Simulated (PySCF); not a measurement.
**Electron correlation in Ge (germanium, neutral)**

Starting occupation: [Ar] 3d10 4s2 4p1 4d1, 4p3/2 with m_j = +3/2, 4d5/2 with m_j = +5/2. All numbers are calculated (PySCF 2.14, X2C-1e with screened-nucleus spin-orbit coupling, Gaussian nucleus, in x2c-TZVPall-2c with one added diffuse shell each of s, p, d type (7s8p5d1f, 63 functions)). Frozen: [Ne]; 22 electrons correlated.

MP2 pair energies summed by pair of shells (mhartree):

| pair | energy | share (%) |
| --- | --- | --- |
| 3d3/2-3d5/2 | -55.42 | 17.2 |
| 3d5/2-3d5/2 | -37.79 | 11.7 |
| 3d5/2-3p3/2 | -33.71 | 10.5 |
| 3d3/2-3p3/2 | -23.01 | 7.2 |
| 4s1/2-4s1/2 | -21.26 | 6.6 |
| 3d5/2-3p1/2 | -17.51 | 5.4 |
| 3d3/2-3d3/2 | -15.59 | 4.8 |
| 4p3/2-4s1/2 | -15.54 | 4.8 |
| 3d5/2-3s1/2 | -11.75 | 3.7 |
| 3d5/2-4s1/2 | -11.58 | 3.6 |
| 3p1/2-3p3/2 | -11.27 | 3.5 |
| 3d3/2-3p1/2 | -10.85 | 3.4 |
| 3p3/2-3p3/2 | -10.02 | 3.1 |
| 3d3/2-3s1/2 | -7.78 | 2.4 |
| 3d3/2-4s1/2 | -7.69 | 2.4 |
| 3p3/2-3s1/2 | -7.61 | 2.4 |
| 3p1/2-3s1/2 | -3.83 | 1.2 |
| 3d5/2-4p3/2 | -3.31 | 1.0 |
| 4d5/2-4s1/2 | -3.03 | 0.9 |
| 3p3/2-4s1/2 | -2.69 | 0.8 |
| 3p1/2-3p1/2 | -2.23 | 0.7 |
| 3d3/2-4p3/2 | -2.06 | 0.6 |
| 3s1/2-3s1/2 | -1.49 | 0.5 |
| 3p1/2-4s1/2 | -1.30 | 0.4 |
| 4d5/2-4p3/2 | -1.20 | 0.4 |
| 3p3/2-4p3/2 | -0.56 | 0.2 |
| 3s1/2-4s1/2 | -0.49 | 0.2 |
| 3d5/2-4d5/2 | -0.37 | 0.1 |
| 3p1/2-4p3/2 | -0.32 | 0.1 |
| 3d3/2-4d5/2 | -0.26 | 0.1 |

Total MP2 correlation energy: -321.77 mhartree.

This basis was not built for core-valence correlation, so the inner-shell part is incomplete.
